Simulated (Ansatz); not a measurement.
The cluster Li7H7⁺. Total charge 1; doublet. Geometry PBE-D4/def2-TZVP.

Cartesian coordinates in Å:
```
Li -1.771 1.500 1.634
Li -2.283 0.541 -0.967
Li -0.595 2.275 -0.396
Li 0.567 -0.567 -0.556
Li 1.455 1.206 1.555
Li 1.800 -1.995 1.126
Li -1.380 -2.095 0.856
H 1.896 -0.291 0.806
H 1.477 -1.152 -2.423
H -0.034 2.014 1.325
H -2.322 1.971 0.033
H 0.278 -2.254 0.326
H -0.490 0.661 -1.252
H 1.400 -1.816 -2.068
```

B3LYP takes the VWN-RPA correlation. In the doublet, H9 and H14 lie 0.76 Å apart (atoms count from 1), so H2 has formed as a molecule. Another isomer (doublet) lies 0.16 eV lower at PBE0-D4/def2-TZVP; other spin states weren't run for this one.

Estimate the α-spin orbital energies around the gap (eV) in Ansatz with PBE-D4/def2-TZVP, r2SCAN-D4/def2-TZVP, B3LYP-D4/def2-TZVP, PBE0-D4/def2-TZVP, ωB97M-V/def2-TZVP.


| orbital | PBE-D4/def2-TZVP | r2SCAN-D4/def2-TZVP | B3LYP-D4/def2-TZVP | PBE0-D4/def2-TZVP | ωB97M-V/def2-TZVP |
| --- | --- | --- | --- | --- | --- |
| HOMO−5 | -11.04 | -11.31 | -12.15 | -12.43 | -14.94 |
| HOMO−4 | -10.54 | -10.80 | -11.65 | -11.89 | -14.29 |
| HOMO−3 | -9.76 | -9.99 | -10.80 | -10.98 | -13.19 |
| HOMO−2 | -9.51 | -9.74 | -10.55 | -10.72 | -12.93 |
| HOMO−1 | -8.98 | -9.18 | -9.99 | -10.15 | -12.44 |
| HOMO | -6.46 | -6.51 | -6.85 | -7.08 | -7.86 |
| LUMO | -5.02 | -4.75 | -4.52 | -4.45 | -3.22 |
| LUMO+1 | -4.61 | -4.09 | -4.17 | -4.04 | -3.04 |
| LUMO+2 | -4.23 | -3.74 | -3.78 | -3.63 | -2.61 |
| LUMO+3 | -3.92 | -3.29 | -3.55 | -3.35 | -2.49 |
| LUMO+4 | -3.83 | -3.15 | -3.38 | -3.24 | -2.26 |
| LUMO+5 | -3.61 | -2.93 | -3.20 | -3.04 | -2.12 |
| β HOMO | -8.94 | -9.13 | -9.95 | -10.10 | -12.39 |
| β LUMO | -5.35 | -4.93 | -4.87 | -4.74 | -3.80 |
